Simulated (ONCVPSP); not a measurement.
# technetium (Tc): excitation energies, all-electron against ONCV

* Element: technetium (Tc)
* Generator: ONCVPSP 4.0.1
* Type: optimised norm-conserving Vanderbilt (ONCV)
* Functional: PBE
* Relativity: scalar-relativistic
* Frozen core: [Ar] 3d10
* Valence charge: 15
* Reference configuration: 4s2 4p6 4d5 5s2
* Partial waves: 4s+5s: rc 1.65 bohr, ncon 3, nbas 6, qcut 7.6 1/bohr, 2 projectors; 4p: rc 1.55 bohr, ncon 3, nbas 7, qcut 10.1 1/bohr, 1 projector; 4d: rc 1.80 bohr, ncon 4, nbas 8, qcut 9.4 1/bohr, 2 projectors, debl 2.6 Ha
* Local potential: polynomial inside 1.55 bohr (lpopt 5, dvloc0 0 Ha)
* Core correction: none

Energies are relative to the spin-unpolarised reference configuration 4s2 4p6 4d5 5s2; without spin polarisation the order of configurations can differ from experiment.

Problem. Give the all-electron excitation energy and the error of the potential for: 4s2 4p6 4d5 5s1; 4s2 4p6 4d5 5s0; 4s2 4p6 4d4 5s0; 4s2 4p6 4d6 5s1.

Solution.

| valence configuration | charge | ΔE all-electron (eV) | error AE − PS (meV) |
| --- | --- | --- | --- |
| 4s2 4p6 4d5 5s1 | +1 | 8.154 | -1.5 |
| 4s2 4p6 4d5 5s0 | +2 | 23.005 | -4.8 |
| 4s2 4p6 4d4 5s0 | +3 | 51.711 | -4.7 |
| 4s2 4p6 4d6 5s1 | 0 | -0.939 | -3.6 |

Levels in the configuration 4s2 4p6 4d5 5s1:

| level | all-electron (eV) | pseudo (eV) |
| --- | --- | --- |
| 4s | -80.945 | -80.952 |
| 4p | -52.923 | -52.927 |
| 4d | -14.096 | -14.095 |
| 5s | -11.394 | -11.395 |
